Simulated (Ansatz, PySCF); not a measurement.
System: trichloro(fluoro)silane, sum formula SiCl3F (charge 0, singlet). SMILES: [Si](Cl)(Cl)(Cl)F
Structure (B3LYP-D3(BJ)/def2-TZVP (Ansatz, an electronic-structure program) minimum search):
```
Si
F 1 1.5807
Cl 1 2.0251 2 108.32
Cl 1 2.0251 2 108.32 3 120.00
Cl 1 2.0251 2 108.32 3 -120.00
```
Charge 0, spin multiplicity 1.

PBE beside other levels, property by property. Cores are frozen in the correlated levels unless marked. UHF or UKS for open shells. No spin-orbit coupling. No relativistic terms. CBS marks a two-point X^-3 extrapolation of the correlation energy; Hartree-Fock from the larger set (for Q and 5 zeta extrapolated as (X+1)exp(-9√X)). The bracket is a focal-point correction in the basis named. Rows marked 298 K are enthalpies with B3LYP-D3(BJ) harmonic zero-point and thermal terms from PySCF. Atomisation energies are electronic, to ground-state atoms; the column to compare with has the core term from cc-pwCVTZ added, other frozen-core levels have none. The coupled-cluster column (Ansatz) is a level with limits of its own: (a) RI-MP2/CBS(cc-pV(T+d)Z,cc-pV(Q+d)Z)+[CCSD(T)-MP2]/cc-pV(T+d)Z; (b) CCSD(T)/CBS(cc-pV(Q+d)Z,cc-pV(5+d)Z).

```tsv
property	B3LYP-D3(BJ)/def2-TZVPD (Ansatz + dftd3)	wB97X-V/def2-TZVPD (Ansatz)	CCSD(T)/cc-pV(T+d)Z (Ansatz)	coupled cluster
F-Si bond dissociation enthalpy, 298 K, to Cl[Si](Cl)Cl + F atom (kcal/mol)	148.1	153.8	151.6	157.2 (a)
atomisation energy (kcal/mol)	419.6	432.4	413.7	437.0 (b)
```

### Question
What does PBE/def2-TZVPD (Ansatz) give for each property, and on which side of coupled cluster does it fall?

### Answer

- F-Si bond dissociation enthalpy, 298 K, to Cl[Si](Cl)Cl + F atom: PBE lies 7.8 kcal/mol below coupled cluster; PBE gives 149.4 kcal/mol.
- atomisation energy: PBE lies 4.9 kcal/mol below coupled cluster; PBE gives 432.1 kcal/mol.
